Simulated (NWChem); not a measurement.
The numbers come from NWChem runs, not from measurements. System: C$_{2}$H$_{2}$N$_{3}$, charge 0, spin multiplicity 2, displaced from the optimised geometry. The structure started from a generated list of species. Its SCF solution wasn't tested for a lower state. Level: UBP86/def2-TZVP.

The NWChem input:

```
start mol
memory heap 200 mb stack 900 mb global 1100 mb
geometry units angstroms nocenter noautoz
  C      1.126538     0.000000     0.333723
  N      0.000000     0.000000     1.135432
  C     -1.126538     0.000000     0.333723
  N     -0.729701     0.000000    -0.954179
  N      0.729701     0.000000    -0.954179
  H      2.181066     0.000000     0.702902
  H     -2.181066     0.000000     0.702902
  symmetry group C2v
end
basis spherical
  * library def2-tzvp
end
dft
  xc becke88 perdew86
  odft
  mult 2
  semidirect memsize 60000000 filesize 0
  iterations 100
  grid xfine
end
task dft gradient
```

Part of the output:

```
             Northwest Computational Chemistry Package (NWChem) 7.3.0
             --------------------------------------------------------

                                NWChem Input Module
                                -------------------

 Scaling coordinates for geometry "geometry" by  1.889725989
 (inverse scale =  0.529177249)

 Turning off AUTOSYM since
 SYMMETRY directive was detected!

                             Geometry "geometry" -> ""
                             -------------------------

 Output coordinates in angstroms (scale by  1.889725989 to convert to a.u.)

  No.       Tag          Charge          X              Y              Z
 ---- ---------------- ---------- -------------- -------------- --------------
    1 C                    6.0000     1.12653800     0.00000000     0.33372300
    2 N                    7.0000     0.00000000     0.00000000     1.13543200
    3 C                    6.0000    -1.12653800     0.00000000     0.33372300
    4 N                    7.0000    -0.72970100     0.00000000    -0.95417900
    5 N                    7.0000     0.72970100     0.00000000    -0.95417900
    6 H                    1.0000     2.18106600     0.00000000     0.70290200
    7 H                    1.0000    -2.18106600     0.00000000     0.70290200

 Effective nuclear repulsion energy (a.u.)     151.0795525249

            Nuclear Dipole moment (a.u.)
            ----------------------------
        X                 Y               Z
 ---------------- ---------------- ----------------
     0.0000000000     0.0000000000    -0.0000037795

      Symmetry information
      --------------------

 Group name             C2v
 Group number             16
 Group order               4
 No. of unique centers     4

      Symmetry unique atoms

     1    2    4    6


 Summary of "ao basis" -> "" (spherical)
 ------------------------------------------------------------------------------
       Tag                 Description            Shells   Functions and Types
 ---------------- ------------------------------  ------  ---------------------
 *                         def2-tzvp                  on all atoms
[...]
          No. of atoms     :     7
          No. of electrons :    35
           Alpha electrons :    18
            Beta electrons :    17
          Charge           :     0
          Spin multiplicity:     2
          Use of symmetry is: on ; symmetry adaption is: on
          Maximum number of iterations: 100
          AO basis - number of functions:   167
                     number of shells:    63
          Convergence on energy requested:  1.00D-06
          Convergence on density requested:  1.00D-05
          Convergence on gradient requested:  5.00D-04

              XC Information
              --------------
                    Becke 1988 Exchange Functional  1.000
                Perdew 1981 Correlation Functional  1.000 local
                Perdew 1986 Correlation Functional  1.000 non-local

             Grid Information
             ----------------
          Grid used for XC integration:  xfine
          Radial quadrature: Mura-Knowles
          Angular quadrature: Lebedev.
          Tag              B.-S. Rad. Rad. Pts. Rad. Cut. Ang. Pts.
          ---              ---------- --------- --------- ---------
          C                   0.70      100          11.0      1454
          N                   0.65      100          11.0      1454
          H                   0.35      100          12.0      1202
          Grid pruning is: on
          Number of quadrature shells:   400
          Spatial weights used:  Erf1

          Convergence Information
          -----------------------
          Convergence aids based upon iterative change in
          total energy or number of iterations.
          Levelshifting, if invoked, occurs when the
          HOMO/LUMO gap drops below (HL_TOL):  1.00D-02
          DIIS, if invoked, will attempt to extrapolate
          using up to (NFOCK): 10 stored Fock matrices.

                    Damping( 0%)  Levelshifting(0.5)       DIIS
                  --------------- ------------------- ---------------
          dE  on:    start            ASAP                start
          dE off:    2 iters        100 iters           100 iters

      Screening Tolerance Information
      -------------------------------
          Density screening/tol_rho:  1.00D-10
          AO Gaussian exp screening on grid/accAOfunc:  14
          CD Gaussian exp screening on grid/accCDfunc:  20
          XC Gaussian exp screening on grid/accXCfunc:  20
          Schwarz screening/accCoul:  1.00D-08

                            NWChem DFT Gradient Module
                            --------------------------

  charge          =   0.00
  wavefunction    = open shell

  Using symmetry

                         DFT ENERGY GRADIENTS

    atom               coordinates                        gradient
                 x          y          z           x          y          z
   1 C       2.128848   0.000000   0.630645    0.011083   0.000000   0.009142
   2 N       0.000000   0.000000   2.145655    0.000000   0.000000   0.026354
   3 C      -2.128848   0.000000   0.630645   -0.011083   0.000000   0.009142
   4 N      -1.378935   0.000000  -1.803137    0.001217   0.000000  -0.028829
   5 N       1.378935   0.000000  -1.803137   -0.001217   0.000000  -0.028829
   6 H       4.121617   0.000000   1.328292    0.019978   0.000000   0.006510
   7 H      -4.121617   0.000000   1.328292   -0.019978   0.000000   0.006510

                 ----------------------------------------
                 |  Time  |  1-e(secs)   |  2-e(secs)   |
                 ----------------------------------------
                 |  CPU   |       0.01   |       7.83   |
                 ----------------------------------------
                 |  WALL  |       0.01   |       7.83   |
                 ----------------------------------------

 Task  times  cpu:       28.4s     wall:       28.4s

 Total times  cpu:       28.4s     wall:       28.4s
```
